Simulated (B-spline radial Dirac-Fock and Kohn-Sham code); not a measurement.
Two-hole binding energies of Ti

System: neutral titanium, [Ar] 3d1 4s2 4p1 (an excited configuration).

These are calculated numbers from a radial finite-basis atomic code; the model is Dirac-Fock ΔSCF + Breit + QED. U is the two-hole binding energy less the two single-hole energies, the effective repulsion of the holes after relaxation. Each two-hole energy is an average over J within one jj subconfiguration.

| holes | E(a) (eV) | E(b) (eV) | E(ab) (eV) | U (eV) |
| --- | --- | --- | --- | --- |
| 1s⁻² | 4984.4 | 4984.4 | 10274.1 | 305.3 |
| 1s⁻¹ 2p3/2⁻¹ | 4984.4 | 475.9 | ? | ? |
| 1s⁻¹ 3p3/2⁻¹ | 4984.4 | 51.48 | 5057.5 | 21.6 |
| 2s⁻² | 583.5 | 583.5 | 1218.3 | 51.4 |
| 2s⁻¹ 2p1/2⁻¹ | 583.5 | 481.5 | 1111.3 | 46.4 |
| 2p1/2⁻¹ 2p3/2⁻¹ | 481.5 | 475.9 | 1012.4 | 55.0 |
| 2p3/2⁻² | 475.9 | 475.9 | 1007.9 | 56.1 |
| 2s⁻¹ 3p3/2⁻¹ | 583.5 | 51.48 | 655.0 | 20.1 |
| 2p1/2⁻¹ 3s⁻¹ | 481.5 | 82.28 | 584.9 | 21.2 |
| 2p3/2⁻¹ 3s⁻¹ | 475.9 | 82.28 | 579.3 | 21.1 |
| 2p1/2⁻¹ 3p3/2⁻¹ | 481.5 | 51.48 | 553.4 | 20.4 |
| 3p1/2⁻² | 52.15 | 52.15 | 121.4 | 17.1 |
| 3p1/2⁻¹ 3p3/2⁻¹ | 52.15 | 51.48 | 119.4 | 15.8 |
| 3p3/2⁻² | 51.48 | 51.48 | 119.1 | 16.1 |

Task: Give the missing two-hole energy and U.

Result: E(ab) = 5537.6 eV and U = 77.3 eV.
